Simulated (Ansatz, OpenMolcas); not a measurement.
Heat of formation of InCl3 (SMILES [Cl][In]([Cl])[Cl]) from total energies

InCl3: 4 atoms, total charge 0, spin state singlet. As SMILES, `[Cl][In]([Cl])[Cl]`. The coordinates come from a PBE0-D4/def2-TZVP relaxation.

| atom | x (Å) | y (Å) | z (Å) |
| --- | --- | --- | --- |
| Cl | -0.2029 | 0.5215 | 2.2136 |
| In | 0.0144 | -0.0148 | -0.0053 |
| Cl | 1.0159 | -1.9852 | -0.6153 |
| Cl | -0.7720 | 1.4183 | -1.6132 |

Total energies at M06-2X/def2-SVP (core potential) (OpenMolcas 26.06); the atoms run unrestricted:

| species | state | energy (Eh) |
| --- | --- | --- |
| InCl3 | singlet | -1570.349133 |
| Cl | doublet | -459.976006 |
| In | doublet | -190.044432 |

Harmonic wavenumbers at PBE0-D4/def2-TZVP, in cm⁻¹: 90, 90, 101, 350, 398, 398.

Measured heats of formation of the gaseous atoms at 298.15 K, in kJ/mol: Cl 121.3, In 243.3. Spin-orbit lowering of the atoms at 298 K (mean of the ground term's levels less their thermal mean, from spectra), in kJ/mol: Cl 3.44, In 17.64. Take 1 Eh = 2625.50 kJ/mol, 1 cm⁻¹ = 0.0119627 kJ/mol, RT = 2.479 kJ/mol.

Problem. What heat of formation follows?

Solution. 
1. Electronic atomisation energy: 3 × (-459.976006) + (-190.044432) − (-1570.349133) = 0.376683 Eh = 989.0 kJ/mol.
2. Zero-point energy: half the sum of the wavenumbers, 713.5 cm⁻¹ = 8.5 kJ/mol.
3. Thermal vibrational enthalpy, Σ hcν̃/(exp(hcν̃/kT) − 1): 8.5 kJ/mol. Translation, rotation and pV of a non-linear molecule: 4 RT = 9.9 kJ/mol.
4. The 4 free atoms carry 5/2 RT each: 24.8 kJ/mol.
5. Spin-orbit coupling lowers the free atoms by 3 × 3.44 + 17.64 = 28.0 kJ/mol.
6. Atomisation enthalpy at 298 K: 989.0 − 28.0 − 8.5 − 8.5 − 9.9 + 24.8 = 958.9 kJ/mol.
7. Sum of the atoms' heats of formation: 607.2 kJ/mol. Heat of formation: 607.2 − 958.9 = -351.7 kJ/mol.

No measured value is set beside it here. Anharmonicity and any spin-orbit splitting of the molecule are left out.
